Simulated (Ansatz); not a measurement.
Two isomers of CH8O3Si2: A = `CO[SiH](O)[SiH2]O`, B = `CO[SiH](O)O[SiH3]`.

Calculated with Ansatz (gas phase, PBE0-D4/def2-TZVP geometries, no zero-point term in ΔE). CCSD(T)/CBS adds triple-zeta CCSD(T) − MP2 to the extrapolated MP2 energy (def2 sets, frozen cores). Functionals use def2-TZVPP. B3LYP here is the variant with VWN-RPA as its local correlation; programs differ in this. One conformer a species, not always the lowest.

Question: Which isomer does CCSD(T)/CBS put lower? Give the gap. (An estimate is asked.)

Answer: Ansatz gave: B, by 38.4 kcal/mol.

Question: Give E(B) − E(A) in kcal/mol with CCSD/def2-TZVPP, PBE-D4, PBE0-D4, B3LYP-D4, HF/def2-TZVPP, B3LYP, r2SCAN-D4. (Best estimate.)

Answer: The calculation gave: CCSD/def2-TZVPP -39.6, PBE-D4 -31.4, PBE0-D4 -34.1, B3LYP-D4 -37.5, HF/def2-TZVPP -44.8, B3LYP -37.6, r2SCAN-D4 -37.4. None reverses the order clearly.

Largest T1 diagnostic: 0.012.

From PBE to PBE0 (25 % exact exchange), in def2-TZVPP and without D4, E(B) − E(A) moves by −2.8 kcal/mol. In def2-TZVPP, CCSD(T) changes the Hartree–Fock value by +6.1 kcal/mol (the triples alone add +0.9 kcal/mol) and MP2 by +4.8 kcal/mol.
